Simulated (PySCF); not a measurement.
A structure optimised at PBE-D3(BJ)/def2-SVP, used in a PySCF frequency run:

```
Te
Cl 1 2.3792
Cl 1 2.3792 2 109.47
Cl 1 2.3792 2 109.47 3 120.00
Cl 1 2.3792 2 109.47 3 -120.00
```
Charge +1, spin multiplicity 2.

Problem. Write its SMILES, formula and point group.

Solution. Cl[Te+](Cl)(Cl)Cl, Cl4Te, Td

Problem. What are its rotational constants (standard atomic weights)?

Solution. 0.94446, 0.94446, 0.94446 GHz
